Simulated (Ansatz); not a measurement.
A single point on C2H5ClFNSi, SMILES `C=C[Si](N)(F)Cl`.

```yaml
crystal:
  periodic: [false, false, false]
  atoms:
    - {symbol: C, position_ang: [-1.133710, -1.249615, 0.740047]}
    - {symbol: C, position_ang: [-1.158891, 0.033698, 0.388570]}
    - {symbol: Si, position_ang: [0.354104, 0.922952, -0.161016]}
    - {symbol: N, position_ang: [1.588552, -0.153476, -0.594631]}
    - {symbol: F, position_ang: [0.967887, 1.842375, 0.984150]}
    - {symbol: Cl, position_ang: [-0.210861, 2.229564, -1.646813]}
    - {symbol: H, position_ang: [-2.028306, -1.778097, 1.057003]}
    - {symbol: H, position_ang: [-0.210831, -1.821943, 0.727347]}
    - {symbol: H, position_ang: [-2.104916, 0.569711, 0.415238]}
    - {symbol: H, position_ang: [2.547403, 0.151216, -0.536959]}
    - {symbol: H, position_ang: [1.455067, -0.803287, -1.352337]}
basis:
  gaussian: {orbitals: def2-TZVPP}
hamiltonian: {xc: pbe}
correlation: {method: rpa}
```

```sh
$ ansatz run in.yaml --threads 4 --pin off --events-out ev --progress --plain --max-ram 10444MiB
```

It prints (some lines left out):

```
Functional definition: PBE
1659 factors; integrals over basis functions are off by at most 9.9e-4 eV
mean field evaluation 1: about -26735.5682 eV, gradient 9.5e1 eV
mean field evaluation 2: about -26735.5622 eV, gradient 9.5e1 eV
mean field evaluation 4: about -26752.3356 eV, gradient 2.1e1 eV
mean field evaluation 8: about -26753.4617 eV, gradient 6.6e-1 eV
mean field evaluation 16: about -26753.4620 eV, gradient 1.2e-3 eV
mean field -26753.46199748 eV, -983.1715942597 hartree, gradient 2.8e-6 eV, S^2 0.000000; 0 other end points of the search recorded, 0 dependent functions left out
14 core orbitals not correlated: weight in the atoms' cores, before any rotation towards them, 1.000 or more for the frozen orbitals, at most 0.000 for the correlated occupied ones
reference -26699.31755319 eV, -981.1818226322 hartree; 18, 18 occupied and 246, 246 virtual orbitals, 1659 factors
Total energy: -26746.52397877 eV, -982.9166267748 hartree
```

Run time 6.5 s (4 threads of an Arm Neoverse V2 on a shared host); peak host memory 0.72 GiB.
